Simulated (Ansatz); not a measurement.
`C[CH]([AlH2])[AlH][SiH3]` + `N=C=O` → `O=C=[N][AlH2]` + `C[CH2][AlH][SiH3]`  (ligand exchange at the Al–C bond)

Program: Ansatz. Geometries: PBE0-D4/def2-TZVP. ΔE: electronic, gas phase. CBS: MP2 limit from def2 TZ/QZ plus the TZ coupled-cluster correction, frozen cores. This one scheme is used for every species. Functionals use def2-TZVPP. One conformer a species, not always the lowest.

`C[CH]([AlH2])[AlH][SiH3]`:

Z-matrix (Å, degrees):
```
C
C 1 1.538
H 1 1.094 2 112.6
H 1 1.095 2 113.1 3 -120.9
H 1 1.093 2 111.1 3 119.3
Al 2 1.944 1 115.3 3 -60.6
Al 2 1.950 1 114.0 3 168.0
H 2 1.107 1 112.3 3 55.4
H 6 1.589 2 120.0 1 158.4
H 6 1.591 2 119.6 1 -22.8
Si 7 2.460 2 118.4 1 7.8
H 7 1.593 2 119.3 1 -172.1
H 11 1.493 7 110.7 2 -63.2
H 11 1.493 7 110.8 2 54.7
H 11 1.490 7 113.9 2 175.9
```

`N=C=O`:

```xyz
4

N     0.303    0.312   -0.630
C     0.053   -0.323    0.367
O    -0.062   -0.994    1.307
H    -0.294    1.005   -1.044
```

`O=C=[N][AlH2]`:

```xyz
6

O    -2.025    1.223   -1.670
C    -1.209    0.733   -0.997
N    -0.373    0.230   -0.307
Al    0.864   -0.523    0.712
H     1.732    0.426    1.622
H     1.011   -2.089    0.640
```

`C[CH2][AlH][SiH3]`:

Cartesian coordinates in Å:
```
C -0.244 -1.338 -1.180
C -0.903 0.038 -1.245
Al -0.443 1.301 0.183
Si 1.119 0.606 1.956
H 0.847 -1.265 -1.216
H -0.551 -1.984 -2.008
H -0.493 -1.861 -0.253
H -0.674 0.530 -2.201
H -1.998 -0.060 -1.251
H -1.086 2.759 0.177
H 0.610 -0.603 2.671
H 1.374 1.652 2.988
H 2.442 0.225 1.379
```

Q: Is it downhill or uphill in electronic energy at CCSD(T)/CBS, and by how much? (Best estimate.)

A: The calculation gave: Downhill: ΔE = -136.7 kJ/mol.

Q: What do these levels give: PBE-D4, r2SCAN-D4, PBE, r2SCAN, SCS-MP2/def2-TZVPP, CCSD/CBS(def2)? (Estimate.)

A: Ansatz gave: PBE-D4 -122.9, r2SCAN-D4 -134.6, PBE -127.2, r2SCAN -135.8, SCS-MP2/def2-TZVPP -144.4, CCSD/CBS(def2) -142.6 kJ/mol.

Largest T1 diagnostic among the species: 0.018.

In def2-TZVPP, CCSD(T) changes the Hartree–Fock value by +33.5 kJ/mol (the triples alone add +5.9 kJ/mol) and MP2 by +31.5 kJ/mol. The D4 term adds +7.0 kJ/mol with B3LYP and +4.0 kJ/mol with PBE0; it sums over pairs of atoms, weighted by their polarisabilities, and B3LYP, whose exchange is more repulsive, gets the larger term. From PBE to PBE0 (25 % exact exchange), in def2-TZVPP and without D4, ΔE moves by −7.6 kJ/mol.

B3LYP here is the variant with VWN-RPA as its local correlation; programs differ in this.
